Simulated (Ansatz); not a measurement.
W₄S₆⁺, relaxed as a doublet with UKS r2SCAN-D4/def2-SVP in Ansatz, starting from the GFN2-xTB geometry. Force threshold 0.03 eV/Å.

In the def2 sets W takes a core potential; there is no spin–orbit coupling. The relaxation made no stability test and no search for a lower SCF solution. At r2SCAN-D4/def2-SVP a quartet of charge 1 lies 1.11 eV below the doublet, each at its own geometry. The structure comes from a short search, and lower isomers may exist.

Start:

```xyz
10

W    -1.141    1.207   -0.723
W    -0.466   -1.256   -1.502
W     0.180   -0.271    1.003
W     1.737    0.274   -0.944
S    -0.874   -2.886    0.109
S     0.807    2.419   -1.390
S     1.710   -1.723   -2.507
S    -3.212    1.754   -0.319
S     0.876    1.131    2.841
S     0.382   -0.648    3.432
```

(1) Estimate the energy that the relaxation releases and the steps that it takes.

(2) Does the start keep its bonding?

(3) Predict the relaxed structure.

Answers

(1) 47.1 kcal/mol, in 10 steps; 7.1 min on 4 threads of Arm Neoverse V1 on a shared host. No frequencies were taken in this run, so the end may be a saddle point.

(2) By distances, no bond broke or formed. The bond that changes most is W3–S5, from 2.96 to 2.38 Å (atoms count from 1).

(3) 
Cartesian coordinates in Å:
```
W -0.9801 1.1773 -0.6546
W -0.3683 -1.1760 -1.5471
W 0.0963 -0.4196 0.9726
W 1.6591 0.1150 -0.9634
S -0.7683 -2.5223 0.2579
S 0.9931 2.2345 -1.5315
S 1.6424 -1.4531 -2.6917
S -2.9684 1.4264 0.1175
S 0.7087 1.1707 2.5996
S -0.0147 -0.5529 3.4406
```
Bond lengths (bridged metal pairs left out): 9 × S–W 2.15 to 2.47 Å; 3 × W–W 2.52 to 2.59 Å; 1 × S–S 2.05 Å.
